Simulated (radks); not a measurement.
Kinetic energies: the exact non-interacting value of the Kohn-Sham orbitals and orbital-free approximations, as 100 (|E| - |E exact|)/|E exact|, negative where the magnitude is too small. Species: Mn [Ar] 3d5 4s2; Pd [Kr] 4d10; Rb+ [Kr]; Ca10+ [Ne]. All-electron calculation, non-relativistic Kohn-Sham, PBE, spin-polarised, spherical densities, point nucleus. Program: a radial shooting solver on a logarithmic mesh with Libxc functionals. Every spin shell is full or empty, so the densities are truly spherical. Functionals are evaluated on that one density, not self-consistently.

exact (hartree): Mn 1149.84; Pd 4937.64; Rb+ 2937.97; Ca10+ 640.138
Thomas-Fermi: Mn -6.63; Pd -5.43; Rb+ -5.81; Ca10+ -6.83
TF + vW: Mn +46.10; Pd +37.28; Rb+ +40.12; Ca10+ +53.56
TF + vW/9: Mn -0.77; Pd -0.68; Rb+ -0.71; Ca10+ -0.12
TF + vW/5: Mn +3.92; Pd +3.12; Rb+ +3.37; Ca10+ +5.25
LC94: Mn -0.02; Pd +0.07; Rb+ +0.05; Ca10+ +0.52
LKT: Mn +25.44; Pd +19.81; Rb+ +21.56; Ca10+ +31.06
DePristo-Kress: Mn -0.09; Pd -0.08; Rb+ -0.06; Ca10+ +0.54
Ernzerhof: Mn -0.32; Pd -0.39; Rb+ -0.37; Ca10+ +0.69
